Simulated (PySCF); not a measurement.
Isomers of C4H10O3Si2, one GFN2-xTB conformer each. Single-point energies are computed at PBE0/pcSseg-1 (PySCF, gas phase, no added dispersion term), electronic only.

Problem. Rank them by PBE0/pcSseg-1 energy, lowest first (kcal/mol).
A. `[CH:1]#[C:2][SiH2:3][O:4][SiH:5]([O:6][CH3:7])[O:8][CH3:9]` with C2–Si3–O4–Si5 -72°, Si3–O4–Si5–O6 -80°, O4–Si5–O6–C7 178°, O4–Si5–O8–C9 51°
B. `[CH2:1]=[CH:2][Si@@:3]([OH:4])([CH:5]=[O:6])[SiH2:7][O:8][CH3:9]` with C1–C2–Si3–O4 7°, C2–Si3–O4–H 85°, C2–Si3–C5–O6 -116°, C2–Si3–Si7–O8 -56°, Si3–Si7–O8–C9 177°
C. `[CH3:1][O:2][C@H:3]([O:4][SiH3:5])[SiH2:6][CH:7]=[C:8]=[O:9]` with C1–O2–C3–O4 -70°, O2–C3–O4–Si5 149°, O2–C3–Si6–C7 -65°, C3–Si6–C7–C8 11°

Solution. A (0.0), B (39.7), C (65.2).

As drawn, the lowest has a C≡C bond, which the highest lacks; the highest has a C=O bond, cumulated double bonds and a C=C bond outside aromatic rings, which the lowest lacks. GFN2-xTB itself gives, in the same order: 0.0, 77.1, 67.0. Both levels put the same isomer lowest; measured from each level's own lowest isomer, the values differ by up to 37.4 kcal/mol (C=C[Si@@](O)(C=O)[SiH2]OC: 77.1 against 39.7).

Problem. Which frontier levels, dipoles and rotational constants go with these structures?

Solution. 
```json
{"SMILES": "C#C[SiH2]O[SiH](OC)OC", "HOMO (eV, PBE0/pcSseg-1)": "-8.21", "LUMO (eV)": "-0.37", "dipole (D)": "1.63", "A, B, C (MHz)": "1917, 709.8, 553.4"}
{"SMILES": "C=C[Si@@](O)(C=O)[SiH2]OC", "HOMO (eV, PBE0/pcSseg-1)": "-6.76", "LUMO (eV)": "-1.59", "dipole (D)": "2.55", "A, B, C (MHz)": "1441, 713.7, 615.7"}
{"SMILES": "CO[C@H](O[SiH3])[SiH2]C=C=O", "HOMO (eV, PBE0/pcSseg-1)": "-7.12", "LUMO (eV)": "-0.84", "dipole (D)": "1.30", "A, B, C (MHz)": "1763, 703.4, 569.5"}
```
